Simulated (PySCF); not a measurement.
## Sb³⁺ (antimony, charge +3) across methods

[Kr] 4d10 5s2, closed-shell 1S. Calculation: PySCF 2.14, in aug-cc-pVTZ-PP with ECP28MDF; scalar relativity through the core potential.

```tsv
method	E (hartree)	mean ε 4p (eV)	mean ε 4d (eV)	mean ε 5s (eV)	Σ⟨r²⟩ (bohr²)	⟨S²⟩
PBE	-238.3650	-132.36	-62.487	-38.997	27.79	0.000
M06-L	-238.5593	-134.78	-63.262	-38.737	27.67	0.000
r2SCAN	-238.4470	-135.40	-63.382	-39.175	27.73	0.000
UHF	-237.48708	-154.28	-73.347	-41.869	28.05	0.000
HSE06	-238.3717	-137.72	-65.084	-39.633	27.80	0.000
wB97M-V	-238.3423	-140.87	-68.036	-42.292	27.82	0.000
LDA	-237.9749	-132.18	-62.549	-39.494	27.81	0.000
PBEsol	-238.1057	-132.15	-62.404	-39.078	27.78	0.000
```

(1) Estimate the same row for PBE0.

Energies and moments cover only the electrons outside the core potential.

## Answers

(1) E (hartree) = -238.3742; mean ε 4p (eV) = -138.15; mean ε 4d (eV) = -65.515; mean ε 5s (eV) = -39.958; Σ⟨r²⟩ (bohr²) = 27.80; ⟨S²⟩ = 0.000.
